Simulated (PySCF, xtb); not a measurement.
C₅H₁₀, SMILES C=CC(C)C.

GFN2-xTB in xtb 6.7.1 at its own geometry gives an orbital gap of 5.44 eV and a dipole moment of 0.41 D.

Geometry: PBE0-D3(BJ)/def2-SVP. One conformer was computed; it need not be the lowest.

Task: What does r2SCAN/def2-TZVP (PySCF) give? (An estimate is asked for; the answer gives what the named calculation found.)

Result: gap 6.02 eV (levels -6.41 and -0.40 eV), dipole 0.48 D.
